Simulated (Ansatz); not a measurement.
AlGeH$_{6}$NSi (`[SiH3][Al]1[NH][GeH2]1`) from Hartree–Fock to CCSD(T)

| atom | x (Å) | y (Å) | z (Å) |
| --- | --- | --- | --- |
| Si1 | 0.9975 | 2.2449 | 0.4322 |
| Al2 | -0.0682 | 0.0927 | -0.0379 |
| N3 | 0.2256 | -1.6267 | 0.1044 |
| Ge4 | -1.5223 | -1.6625 | -0.6711 |
| H5 | 2.4388 | 2.0759 | 0.7637 |
| H6 | 0.8830 | 3.1436 | -0.7487 |
| H7 | 0.3203 | 2.9031 | 1.5833 |
| H8 | 0.8129 | -2.4004 | 0.3702 |
| H9 | -1.5385 | -2.3929 | -2.0353 |
| H10 | -2.5493 | -2.3777 | 0.2392 |

Charge 0, multiplicity 1. Correlated methods include outer-core shells of Ge, which these sets cover unevenly. Scalar relativity is left out up to krypton. The structure was optimised at the PBE0-D4/def2-TZVP level. Frozen core, restricted reference, Ansatz.

```json
{"basis": "def2-SVP", "HF (Eh)": "-2663.66827", "MP2 corr.": "-0.56158", "CCSD corr.": "-0.60367", "(T)": "-0.02026", "CCSD(T) total": "-2664.29220"}
{"basis": "def2-TZVPP", "HF (Eh)": "-2664.19022", "MP2 corr.": "-0.66741", "CCSD corr.": "-0.70850", "(T)": "-0.02972", "CCSD(T) total": "-2664.92844"}
{"basis": "def2-QZVPP", "HF (Eh)": "-2664.25057", "MP2 corr.": "-0.96060", "CCSD corr.": "–", "(T)": "–", "CCSD(T) total": "–"}
```
